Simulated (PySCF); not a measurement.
Isomers of C6H8FN, mass 113.064 u with the commonest isotopes. The calculation used PBE0-D3(BJ)/def2-SVP geometry optimisation, gas phase in PySCF 2.14.0. One conformer each, none proved a minimum here; rigid rotors.

Problem. Order these by dipole moment, largest first.
A. `[CH3:1]/[C:2]([C:3]#[N:4])=[C:5](/[CH3:6])[CH2:7][F:8]` with C2–C5–C7–F8 180°
B. `[N:1]#[C:2][C@@H:3]1[CH2:4][CH2:5][C@@H:6]([F:7])[CH2:8]1` with C2–C3–C4–C5 -83°, C3–C4–C5–C6 -44°, C4–C5–C6–F7 -82°, C5–C6–C8–C3 -11°
C. `[H]/[N:1]=[CH:2]/[C@@H:3]1[C@@H:4]([F:5])[C:6]12[CH2:7][CH2:8]2` with N1–C2–C3–C4 -147°
D. `[N:1]#[C:2][C@@H:3]1[CH2:4][CH2:5][CH2:6][C@@H:7]1[F:8]` with C2–C3–C4–C5 -168°, C3–C4–C5–C6 30°, C4–C5–C6–C7 -6°, C5–C6–C7–F8 94°

Solution. D (5.03 D), A (3.69 D), C (2.81 D), B (2.28 D).

Problem. Order these by radius of gyration √(Σ m r²/M), largest first.
A. `[N:1]#[C:2][C@@H:3]1[CH2:4][CH2:5][C@@H:6]([F:7])[CH2:8]1` with C2–C3–C4–C5 -83°, C3–C4–C5–C6 -44°, C4–C5–C6–F7 -82°, C5–C6–C8–C3 -11°
B. `[CH3:1]/[C:2]([C:3]#[N:4])=[C:5](/[CH3:6])[CH2:7][F:8]` with C2–C5–C7–F8 180°
C. `[H]/[N:1]=[CH:2]/[C@@H:3]1[C@@H:4]([F:5])[C:6]12[CH2:7][CH2:8]2` with N1–C2–C3–C4 -147°
D. `[NH2:1][CH2:2][C:3]#[C:4][C@@H:5]1[CH2:6][C@@H:7]1[F:8]` with H–N1–C2–C3 -58° and 57°
E. `[N:1]#[C:2][C@@H:3]1[CH2:4][CH2:5][CH2:6][C@@H:7]1[F:8]` with C2–C3–C4–C5 -168°, C3–C4–C5–C6 30°, C4–C5–C6–C7 -6°, C5–C6–C7–F8 94°

Solution. D (2.336 Å), B (2.161 Å), C (2.033 Å), A (1.970 Å), E (1.905 Å).

Problem. Order these by rotational constant A, largest first.
A. `[NH2:1][CH2:2][C:3]#[C:4][C@@H:5]1[CH2:6][C@@H:7]1[F:8]` with H–N1–C2–C3 -58° and 57°
B. `[N:1]#[C:2][C@@H:3]1[CH2:4][CH2:5][C@@H:6]([F:7])[CH2:8]1` with C2–C3–C4–C5 -83°, C3–C4–C5–C6 -44°, C4–C5–C6–F7 -82°, C5–C6–C8–C3 -11°
C. `[CH3:1]/[C:2]([C:3]#[N:4])=[C:5](/[CH3:6])[CH2:7][F:8]` with C2–C5–C7–F8 180°
D. `[H]/[N:1]=[CH:2]/[C@@H:3]1[C@@H:4]([F:5])[C:6]12[CH2:7][CH2:8]2` with N1–C2–C3–C4 -147°

Solution. B (4618 MHz), A (4249 MHz), C (3683 MHz), D (2777 MHz).

```tsv
SMILES	point group	Ia (u·Å²)	Ib (u·Å²)	Ic (u·Å²)	κ	μa (D)	μb (D)	μc (D)
N#C[C@@H]1CC[C@@H](F)C1	C1	109.44	369.67	398.51	-0.94	2.06	0.13	0.96
C/C(C#N)=C(/C)CF	Cs	137.23	395.38	523.12	-0.77	2.76	2.45	0.01
[H]/N=C/[C@@H]1[C@@H](F)C12CC2	C1	181.97	313.92	438.76	-0.44	0.50	1.82	2.07
N#C[C@@H]1CCC[C@@H]1F	C1	139.57	301.24	380.15	-0.70	4.55	1.33	1.69
NCC#C[C@@H]1C[C@@H]1F	C1	118.93	520.57	594.20	-0.93	2.00	0.99	0.02
```
